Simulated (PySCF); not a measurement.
[AlCl4]- (charge -1).
Structure used (PBE0-D3(BJ)/def2-SVP), in Å, numbered top down from 1:
```xyz
5
AlCl4 angstrom
Al    -0.0032    0.0004    0.0033
Cl    -0.0058   -0.0243    2.1650
Cl     2.0349    0.0098   -0.7090
Cl    -1.0176    1.7723   -0.7080
Cl    -1.0083   -1.7582   -0.7514
```

The closed-shell ground state was solved at several levels (PySCF, density fitting, gas phase, non-relativistic). The geometry's basis has no diffuse functions, a weakness for an anion. No diffuse functions stand in pcSseg-1 (pcSseg-2 on Al), which bears on an anion's orbital energies.

| level | basis functions | HOMO (eV) | LUMO (eV) | gap (eV) |
| --- | --- | --- | --- | --- |
| B3LYP/pcSseg-1 (pcSseg-2 on Al) | 139 | -4.08 | 4.82 | 8.90 |
| PBE/pcSseg-1 (pcSseg-2 on Al) | 139 | -2.95 | 4.12 | 7.07 |
| B3LYP/def2-SVPD | 132 | -4.24 | 3.04 | 7.28 |

(1) Estimate the row for PBE0/pcSseg-1 (pcSseg-2 on Al), a basis of 139 functions; the other rows only guide the guess.

(2) Over all these levels, which gives the widest orbital gap and which the narrowest?

(3) In the pcSseg-1 (pcSseg-2 on Al) basis, how does the gap go with the fixed share of exact exchange?

Answers

(1) HOMO -4.41 eV, LUMO 5.02 eV, gap 9.43 eV.

(2) PBE0/pcSseg-1 (pcSseg-2 on Al) (global hybrid, 25 % exact exchange) has the widest, 9.43 eV, and PBE/pcSseg-1 (pcSseg-2 on Al) (GGA) the narrowest, 7.07 eV. The two share the basis. From the narrowest to the widest the HOMO moves by -1.46 eV and the LUMO by +0.90 eV.

(3) PBE (0 %) 7.07 eV; B3LYP (20 %) 8.90 eV; PBE0 (25 %) 9.43 eV. Each rise in the share widens the gap here.
